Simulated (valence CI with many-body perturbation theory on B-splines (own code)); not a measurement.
Results of a calculation; reference values are marked as such.
Sensitivity of CI+MBPT for Co XXII

Level of theory: relativistic CI+MBPT: four valence electrons over a frozen Dirac-Fock core [He], radial functions for each j: 6 s, 6 p, 5 d, 3 f, 1 g, with the one-electron correlation potential Σ1 (screened to all orders), the two-electron term Σ2, the three-electron term Σ3, Breit, model QED; selected single and double excitations, second order for the rest, scaled by the run's own slope (own B-spline code, finite nucleus).

No measured levels were compared; by estimate levels of excited configurations hold to 0.05 to 0.15 % of their energy, terms of the ground configuration to about 0.5 %.

The reference run has the lowest level 2s²2p² ³P_0 and an ionisation energy of 1846.34 eV. Its largest variational space holds 11470 state functions.

Names give the largest LS component (configuration and term), which can be under half, so a name can repeat, a term be missing and a line seem to break the LS rules; names also repeat where a configuration has a term twice.

Changed runs:
A. screening of Σ1 on → off
B. core polarisation of operators on → off; logarithmic knot step 0.27 → 0.2
C. scale of Σ2 1 → 0.5
D. start configuration 2s2 2p2 → 2s2 3p2 (bad on purpose)

Excitation energies of the reference run in cm⁻¹, and shifts in cm⁻¹:

```tsv
Level	Reference	A	B	C
2s²2p² ³P_1	90352	-0.1	+1.2	+60
2s²2p² ³P_2	138335	-0.1	+1.1	+14
2s²2p² ¹D_2	282002	-0.3	+1.5	-64
2s²2p² ¹S_0	416039	-0.3	+0.9	-440
2s2p³ ⁵S°_2	533872	+2.1	-27	+268
2s2p³ ³D°_1	833870	+1.9	-29	+406
2s2p³ ³D°_2	836404	+1.9	-29	+374
2s2p³ ³D°_3	869608	+1.9	-29	+401
2s2p³ ³P°_0	987927	+1.8	-28	+231
2s2p³ ³P°_1	998953	+1.8	-28	+334
2s2p³ ³P°_2	1020690	+1.7	-28	+352
2s2p³ ³S°_1	1171200	+1.7	-29	+1623
Ionisation energy (eV)	1846.34	-0.0021	+0.0017	+0.012
```

Run D: It gave no result: the start configuration must fill the lowest shells above the core. The program said: "3p is not the lowest shell of its kind above the core".
